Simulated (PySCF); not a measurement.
Isomers of C8H10Si side by side.

PySCF, wB97X-D/def2-SVPD, density fitting, gas phase; each molecule at its own PBE0-D3(BJ)/def2-SVP geometry, one conformer. Singlet excitations by full TDDFT with frozen cores, triplets by Tamm–Dancoff TDDFT and ionisation energies by ΔSCF, from the lowest of the holes tried. 

Torsions of the conformers computed, which needn't be the lowest (atom-mapped SMILES):
- `[CH3:1][C:2]#[C:3][C:4]#[C:5]/[CH:6]=[CH:7]/[CH2:8][SiH3:9]`: C6–C7–C8–Si9 -103°
- `[CH3:1][C:2]#[C:3][C:4]#[C:5]/[CH:6]=[CH:7]\[CH2:8][SiH3:9]`: C6–C7–C8–Si9 93°

The conformers of `C#C[Si]1(C=C)CC=CC1` aren't listed.

Reference: `C#C[SiH2]C#CC1CCC1`, with HOMO energy -9.42 eV, LUMO energy 1.47 eV, lowest singlet excitation 5.77 eV, lowest triplet excitation 4.86 eV, mean polarisability 119.1 au and vertical ionisation energy 9.49 eV.

Changes against it:

| molecule | Δ electronic energy (kcal/mol) | Δ HOMO energy (eV) | Δ LUMO energy (eV) | Δ lowest singlet excitation (eV) | Δ lowest triplet excitation (eV) | Δ mean polarisability (au) | Δ vertical ionisation energy (eV) |
| --- | --- | --- | --- | --- | --- | --- | --- |
| CC#CC1=C[Si@@H](C)C=C1 | -38.3 | +1.28 | -1.45 | -1.60 | -2.34 | +6.4 | -1.40 |
| CC#CC#C/C=C\C[SiH3] | +2.4 | +1.49 | -1.17 | -1.57 | -1.96 | +24.7 | -1.54 |

Rows whose labels were lost:

```tsv
row	Δ electronic energy (kcal/mol)	Δ HOMO energy (eV)	Δ LUMO energy (eV)	Δ lowest singlet excitation (eV)	Δ lowest triplet excitation (eV)	Δ mean polarisability (au)	Δ vertical ionisation energy (eV)
P	-36.6	+0.54	-0.17	+0.28	-0.54	-4.6	-0.49
Q	+3.2	+1.55	-1.13	-1.55	-1.96	+33.2	-1.61
```

Q: Which row belongs to which of `CC#CC#C/C=C/C[SiH3]` and `C#C[Si]1(C=C)CC=CC1`?

A: P = `C#C[Si]1(C=C)CC=CC1` and Q = `CC#CC#C/C=C/C[SiH3]`. P and Q are told apart most clearly by the electronic energy (-36.6 against +3.2 kcal/mol); Q comes close to the labelled row of `CC#CC#C/C=C\C[SiH3]` in every column.

The pairwise dispersion term of wB97X-D wasn't added to the energies; at a given geometry it leaves orbitals and properties as they are.
